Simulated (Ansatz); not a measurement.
`[TeH][SiH]1BC1` + H₂Se → `[SeH][SiH]1BC1` + H₂Te at 500 K and 1 bar (ligand exchange at the Si–Te bond).

Calculated with Ansatz (gas phase, PBE0-D4/def2-TZVP geometries, no zero-point term in ΔE). CBS: MP2 limit from def2 TZ/QZ plus the TZ coupled-cluster correction, frozen cores. def2 core potentials past Kr. For Se, Te outer-core shells are correlated without core-valence functions, which leaves a few kJ/mol of doubt a bond. Scalar relativity is left out up to krypton. Each species was taken in one conformer, which may not be the lowest.

```csv
species,CCSD(T)/CBS energy (Eh),H − E (kJ/mol),S (J/(mol·K))
`[TeH][SiH]1BC1`,-622.60841,184.2,406.5
H₂Se,-2401.89790,53.1,237.8
`[SeH][SiH]1BC1`,-2755.59871,187.6,397.0
H₂Te,-268.91024,48.9,247.6
```

H − E and S are ideal-gas, rigid-rotor, harmonic terms from PBE0-D4/def2-TZVP, for one conformer and one mirror image of each species. 1 Eh = 2625.50 kJ/mol, R = 8.31446 J/(mol·K).

By hand: ΔE, ΔH, ΔS and ΔG.

ΔE = (-2755.59871) + (-268.91024) − (-622.60841) − (-2401.89790) = -0.00264 Eh = -6.9 kJ/mol. Δ(H − E) = 187.6 + 48.9 − 184.2 − 53.1 = -0.8, so ΔH = -7.7 kJ/mol. ΔS = 397.0 + 247.6 − 406.5 − 237.8 = 0.3 J/(mol·K). ΔG = -7.7 − 500 × (0.3)/1000 = -7.9 kJ/mol.

By hand: the equilibrium constant, and the temperature at which ΔG would vanish if ΔH and ΔS stayed fixed.

log₁₀ K = −ΔG/(RT ln 10) = 0.8. ΔH and −TΔS have one sign here, so there is no such temperature. One of them is within its doubt of zero, so this could turn.

The number of gas molecules stays the same, so ΔS is small and ΔH decides. A doubt of 5 kJ/mol in ΔE shifts log₁₀ K by 0.5 here. Other conformers and mirror images would add mixing entropy, several J/(mol·K) or more a flexible species. These are equilibria of isolated gas molecules and say nothing of rates. Largest T1 diagnostic: 0.013 (customary marks: 0.02 for closed shells, 0.045 for open ones).
